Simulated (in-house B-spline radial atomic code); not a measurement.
A fraction x of an electron is removed from 3d in the gallium ion Ga³⁺, starting from [Ar] 3d10 and keeping the highest spin. Method: non-relativistic PW91, spin-polarised, spherical fractional occupations, point nucleus. Calculated with an all-electron radial atomic-structure program (B-spline basis).

| x | E(x) - E(0) (eV) | 3d down level (eV) |
| --- | --- | --- |
| 0 | 0.0000 | -52.980 |
| 0.05 | 2.6759 | -54.056 |
| 0.2 | 11.0284 | -57.321 |
| 0.26 | 14.5072 | -58.642 |
| 0.42 | 24.1747 | -62.212 |
| 0.5 | 29.2238 | -64.020 |
| 0.6 | 35.7397 | -66.301 |
| 0.75 | 45.9443 | -69.769 |
| 0.78 | 48.0479 | -70.469 |
| 0.96 | 61.1129 | -74.711 |
| 1 | 64.1204 | -75.664 |

The exact functional would give a straight line between the two integer points. Deviations E(x) - E(0) - x[E(1) - E(0)], in eV: -0.53 at x = 0.05, -1.796 at x = 0.2, -2.164 at x = 0.26, -2.756 at x = 0.42, -2.836 at x = 0.5, -2.733 at x = 0.6, -2.146 at x = 0.75, -1.966 at x = 0.78, -0.443 at x = 0.96.

The curve lies below the straight line by up to 2.836 eV (at x = 0.5): convex, the delocalisation error that favours fractional charges.

(1) How well does Slater's transition state (minus the level at half occupation) give the ionisation energy?

Answers

(1) It gives 64.020 eV against 64.120 eV from the two total energies; NIST lists 63.24 eV, ground level to ground level.
